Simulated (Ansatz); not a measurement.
Two isomers of H7NSeSi2: A = `N[SiH2][Se][SiH3]`, B = `N[SiH]([SiH3])[SeH]`.

Calculated with Ansatz (gas phase, PBE0-D4/def2-TZVP geometries, no zero-point term in ΔE). CBS: MP2 limit from def2 TZ/QZ plus the TZ coupled-cluster correction, frozen cores. DFT in def2-TZVPP. B3LYP here is the variant with VWN-RPA as its local correlation; programs differ in this. For Se outer-core shells are correlated without core-valence functions, which leaves a few kJ/mol of doubt a bond. Scalar relativity is left out up to krypton. One conformer a species, not always the lowest.

A:

Z-matrix (Å, degrees):
```
Si
Se 1 2.298
N 1 1.710 2 117.4
H 1 1.481 2 103.5 3 119.9
H 1 1.483 2 107.8 3 -120.5
Si 2 2.271 1 93.9 3 74.5
H 3 1.008 1 119.2 2 -78.0
H 3 1.008 1 119.7 2 63.6
H 6 1.485 2 111.4 1 75.3
H 6 1.483 2 107.7 1 -164.4
H 6 1.488 2 110.4 1 -45.1
```

B:

```xyz
11

N     1.500    0.786    0.734
Si    0.101   -0.187    0.584
Si   -1.082    0.518   -1.307
Se    0.829   -2.346    0.334
H     1.517    1.740    0.414
H     2.200    0.602    1.434
H    -0.804   -0.232    1.771
H    -2.360   -0.238   -1.392
H    -0.279    0.258   -2.531
H    -1.397    1.974   -1.250
H    -0.226   -2.875    1.208
```

**Question.** Which is lower in electronic energy at CCSD(T)/CBS, and by how much? (Best estimate.)

**Answer.** The calculation gave: A, by 72.3 kJ/mol.

**Question.** Give E(B) − E(A) in kJ/mol with CCSD/def2-TZVPP, ωB97M-V, CCSD(T)/def2-TZVPP, B2PLYP, MP2/def2-TZVPP, PBE-D4, B3LYP. (Estimate.)

**Answer.** Ansatz gave: CCSD/def2-TZVPP 69.2, ωB97M-V 73.5, CCSD(T)/def2-TZVPP 69.3, B2PLYP 70.8, MP2/def2-TZVPP 79.4, PBE-D4 60.2, B3LYP 65.6. None reverses the order clearly.

Largest T1 diagnostic: 0.011.

From PBE to PBE0 (25 % exact exchange), in def2-TZVPP and without D4, E(B) − E(A) moves by +4.4 kJ/mol.
